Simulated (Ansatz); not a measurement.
Cost and result up the ladder for the cluster Si₁₅ (the lowest singlet isomer of a short search) (15 atoms). Total charge 0; singlet. Geometry: r2SCAN-D4/def2-SVP, loosely relaxed.

| atom | x (Å) | y (Å) | z (Å) |
| --- | --- | --- | --- |
| Si1 | 2.4728 | 0.9717 | 0.7485 |
| Si2 | -0.6204 | -1.6160 | -1.3247 |
| Si3 | -1.8657 | 2.5960 | 2.0033 |
| Si4 | 1.9107 | -1.1787 | -0.1495 |
| Si5 | -2.9740 | 0.3502 | 2.2943 |
| Si6 | -0.8327 | 0.9377 | 3.5384 |
| Si7 | 3.3331 | -1.1658 | -2.1329 |
| Si8 | -2.2886 | 0.0421 | -1.9486 |
| Si9 | -1.7962 | 0.8622 | 0.2101 |
| Si10 | 0.2193 | 1.3766 | 1.3503 |
| Si11 | 1.0826 | -1.3279 | -2.8815 |
| Si12 | 2.0895 | 0.8585 | -1.5760 |
| Si13 | -0.8407 | -0.7018 | 1.7240 |
| Si14 | -0.0686 | 0.6100 | -2.5173 |
| Si15 | 0.1788 | -2.6149 | 0.6616 |

Ansatz on 4 threads of Arm Neoverse V1 on a shared host. Times are rough, and most runs start from the orbitals of an earlier one. PBE0-D4/def2-SVP serves as the yardstick here, not as an exact answer. Differences are given only for rows in sets of like size (and for xTB, whose basis is part of the method), since another set adds its own error. Binding counts from free atoms at the same level (Si triplet; other spins of the atoms weren't run), without zero-point energy or a counterpoise term.

Correlated methods freeze 75 core orbitals. The structure comes from a short search, and lower isomers may exist.

Correlated methods converge slowly with the basis, most of all in double-zeta sets.

```
                           level  functions  wall time
                       HF/STO-3G        135      4.2 s
                 PBE-D4/def2-SVP        270       12 s
                PBE0-D4/def2-SVP        270       24 s
r2SCAN-D4/def2-SVP (with forces)        270       29 s
                    MP2/def2-SVP        270       30 s
```

**Question.** Estimate what each level gives for the binding energy per atom (eV).

**Answer.** 
```tsv
level	binding energy per atom (eV)	difference from PBE0-D4/def2-SVP (eV)	remarks
HF/STO-3G	3.22	–	loose geometry
PBE-D4/def2-SVP	3.88	0.13	loose geometry
PBE0-D4/def2-SVP	3.75	0.00	loose geometry
r2SCAN-D4/def2-SVP (with forces)	3.72	-0.03	loose geometry
MP2/def2-SVP	3.48	-0.28	loose geometry
```
